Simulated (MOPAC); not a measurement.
MOPAC input (PM3):

```
PM3 1SCF CHARGE=-1 GEO-OK AUX(PRECISION=9) THREADS=1
H4BO3Si

O    -0.48575600 1   -0.03323000 1    1.07605000 1
B    -0.79231100 1   -0.19563200 1   -0.21612400 1
O    -2.04028300 1   -0.51844600 1   -0.76104700 1
O     0.32478000 1    0.00056600 1   -1.02124500 1
Si    1.31773200 1    0.32508600 1    0.35554700 1
H    -2.65560600 1   -0.60568700 1   -0.02722000 1
H     2.59162000 1    0.55499700 1   -0.47654200 1
H     1.31679800 1    1.66117300 1    1.04094500 1
H     1.87056300 1   -0.77464200 1    1.21570600 1
```

Output:

```
 *******************************************************************************
 **                                                                           **
 **                              MOPAC v23.2.5                                **
 **                                                                           **
 *******************************************************************************
 ** MOPAC's Digital Object Identifier: https://doi.org/10.5281/zenodo.6511958 **
 **                                                                           **
 ** Please cite the open-source release paper for use of this MOPAC version:  **
 ** J. E. Moussa and J. J. P. Stewart (2026)                                  **
 ** MOPAC: An open-source semiempirical molecular orbital program             **
 ** J. Open Source Softw., 11(119), 8025, https://doi.org/10.21105/joss.08025 **
 *******************************************************************************

                              PM3 CALCULATION RESULTS

 *******************************************************************************
 *  PM3        - The PM3 Hamiltonian to be used
 *  GEO-OK     - OVERRIDE INTERATOMIC DISTANCE AND OTHER SAFETY CHECKS
 *
 *
 *
 *                 CHARGE ON SYSTEM = -1
 *
 *
 *
 *  1SCF       - DO 1 SCF AND THEN STOP
 *  AUX        - OUTPUT AUXILIARY INFORMATION
 *******************************************************************************
PM3 1SCF CHARGE=-1 GEO-OK AUX(PRECISION=9) THREADS=1
 H4BO3Si

   ATOM   CHEMICAL          X               Y               Z
  NUMBER   SYMBOL      (ANGSTROMS)     (ANGSTROMS)     (ANGSTROMS)

     1       O         -0.48575600  *  -0.03323000  *   1.07605000  *
     2       B         -0.79231100  *  -0.19563200  *  -0.21612400  *
     3       O         -2.04028300  *  -0.51844600  *  -0.76104700  *
     4       O          0.32478000  *   0.00056600  *  -1.02124500  *
     5      Si          1.31773200  *   0.32508600  *   0.35554700  *
     6       H         -2.65560600  *  -0.60568700  *  -0.02722000  *
     7       H          2.59162000  *   0.55499700  *  -0.47654200  *
     8       H          1.31679800  *   1.66117300  *   1.04094500  *
     9       H          1.87056300  *  -0.77464200  *   1.21570600  *

          CARTESIAN COORDINATES

    NO.       ATOM           X           Y           Z

     1         O         -0.4858     -0.0332      1.0760
     2         B         -0.7923     -0.1956     -0.2161
     3         O         -2.0403     -0.5184     -0.7610
     4         O          0.3248      0.0006     -1.0212
     5        Si          1.3177      0.3251      0.3555
     6         H         -2.6556     -0.6057     -0.0272
     7         H          2.5916      0.5550     -0.4765
     8         H          1.3168      1.6612      1.0409
     9         H          1.8706     -0.7746      1.2157

  H: (PM3): J. J. P. STEWART, J. COMP. CHEM. 10, 209 (1989).
  B: (PM3): J. J. P. STEWART, J. MOL. MOD., 10, 155-164 (2004)
  O: (PM3): J. J. P. STEWART, J. COMP. CHEM. 10, 209 (1989).
 Si: (PM3): J. J. P. STEWART, J. COMP. CHEM. 10, 209 (1989).

           Empirical Formula: H4 O3 B Si  =     9 atoms

      MOLECULAR POINT GROUP   :   Cs

      RHF CALCULATION, NO. OF DOUBLY OCCUPIED LEVELS = 15

 -------------------------------------------------------------------------------
 PM3 1SCF CHARGE=-1 GEO-OK AUX(PRECISION=9) THREADS=1
 H4BO3Si

     1SCF WAS SPECIFIED, SO BFGS WAS NOT USED
     SCF FIELD WAS ACHIEVED

                              PM3 CALCULATION
                                                       MOPAC v23.2.5 Linux

          FINAL HEAT OF FORMATION =       -245.68945 KCAL/MOL =   -1027.96468 KJ/MOL

          COSMO AREA              =        115.77 SQUARE ANGSTROMS
          COSMO VOLUME            =        104.30 CUBIC ANGSTROMS

          IONIZATION POTENTIAL    =          3.540619 EV
          HOMO LUMO ENERGIES (EV) =         -3.541  5.649
          NO. OF FILLED LEVELS    =         15
          MOLECULAR WEIGHT        =         90.9253         POINT GROUP:  Cs

          MOLECULAR DIMENSIONS (Angstroms)

            Atom       Atom       Distance
            H     7    H     6     5.39282
            O     4    H     9     2.58262
            H     9    H     8     2.19014

          SCF CALCULATIONS        =          1

   ATOM   CHEMICAL          X               Y               Z
  NUMBER   SYMBOL      (ANGSTROMS)     (ANGSTROMS)     (ANGSTROMS)

     1       O         -0.48575600  *  -0.03323000  *   1.07605000  *
     2       B         -0.79231100  *  -0.19563200  *  -0.21612400  *
     3       O         -2.04028300  *  -0.51844600  *  -0.76104700  *
     4       O          0.32478000  *   0.00056600  *  -1.02124500  *
     5      Si          1.31773200  *   0.32508600  *   0.35554700  *
     6       H         -2.65560600  *  -0.60568700  *  -0.02722000  *
     7       H          2.59162000  *   0.55499700  *  -0.47654200  *
     8       H          1.31679800  *   1.66117300  *   1.04094500  *
     9       H          1.87056300  *  -0.77464200  *   1.21570600  *

                             CARTESIAN COORDINATES

   1    O       -0.485756000    -0.033230000     1.076050000
   2    B       -0.792311000    -0.195632000    -0.216124000
   3    O       -2.040283000    -0.518446000    -0.761047000
   4    O        0.324780000     0.000566000    -1.021245000
   5   Si        1.317732000     0.325086000     0.355547000
   6    H       -2.655606000    -0.605687000    -0.027220000
   7    H        2.591620000     0.554997000    -0.476542000
   8    H        1.316798000     1.661173000     1.040945000
   9    H        1.870563000    -0.774642000     1.215706000

           Empirical Formula: H4 O3 B Si  =     9 atoms

      MOLECULAR POINT GROUP   :   Cs

                  EIGENVALUES
 -32.57147 -31.78329 -29.04533 -14.40060 -11.78174 -11.63106 -11.02262 -10.37291
  -8.73723  -7.64651  -6.85394  -5.39880  -5.36060  -5.20112  -3.54062   5.64874
   6.69729   7.03876   7.23660   8.59444   8.83095  10.40126  11.44691  12.15984

              NET ATOMIC CHARGES AND DIPOLE CONTRIBUTIONS

  ATOM NO.   TYPE          CHARGE      No. of ELECS.   s-Pop       p-Pop
    1          O          -0.533760        6.5338     1.81107     4.72269
    2          B           0.004973        2.9950     0.98079     2.01423
    3          O          -0.299265        6.2993     1.73668     4.56258
    4          O          -0.394476        6.3945     1.77391     4.62057
    5         Si           0.554207        3.4458     0.90845     2.53734
    6          H           0.176444        0.8236     0.82356
    7          H          -0.247627        1.2476     1.24763
    8          H          -0.130248        1.1302     1.13025
    9          H          -0.130248        1.1302     1.13025
 DIPOLE           X         Y         Z       TOTAL
 POINT-CHG.    -0.467    -0.089     0.244     0.534
 HYBRID        -0.622    -0.120     0.301     0.701
 SUM           -1.089    -0.208     0.545     1.236

          ATOMIC ORBITAL ELECTRON POPULATIONS

     Atom    s        px        py        pz
    1  O   1.81107   1.61085   1.66835   1.44349
    2  B   0.98079   0.69305   0.63797   0.68321
    3  O   1.73668   1.29285   1.84006   1.42967
    4  O   1.77391   1.29655   1.75590   1.56811
    5 Si   0.90845   0.80017   0.91276   0.82442
    6  H   0.82356
    7  H   1.24763
    8  H   1.13025
    9  H   1.13025

 **********************
 *                    *
 * JOB ENDED NORMALLY *
 *                    *
 **********************

 == MOPAC DONE ==
```

The dipole moment of an ion depends on the origin.

The geometry given is a B3LYP-D3(BJ)/def2-TZVP minimum.
